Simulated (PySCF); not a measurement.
C4H7O, SMILES C(C)C(=O)[CH2], multiplicity 2. The structure is a stationary point at PBE-D3(BJ)/def2-SVP. The isomer is the one that the SMILES or the coordinates give; other isomers of the formula were not compared. The values are those of a single conformer.

Computed equilibrium geometry at PBE-D3(BJ)/def2-SVP (PySCF confirms it by a frequency run) as a Z-matrix, and its point group (one conformer of several):
point group Cs.
```
C
H 1 1.1138
H 1 1.1138 2 104.58
C 1 1.5229 2 111.41 3 -120.48
H 4 1.1075 1 111.27 2 58.19
H 4 1.1078 5 108.51 1 122.26
H 4 1.1078 5 108.51 6 115.49
C 1 1.5300 2 107.89 3 114.68
O 8 1.2418 1 121.51 2 123.76
C 8 1.4492 9 120.73 1 180.00
H 10 1.1006 8 118.26 9 0.00
H 10 1.1017 11 119.48 8 180.00
```
Charge 0, spin multiplicity 2.
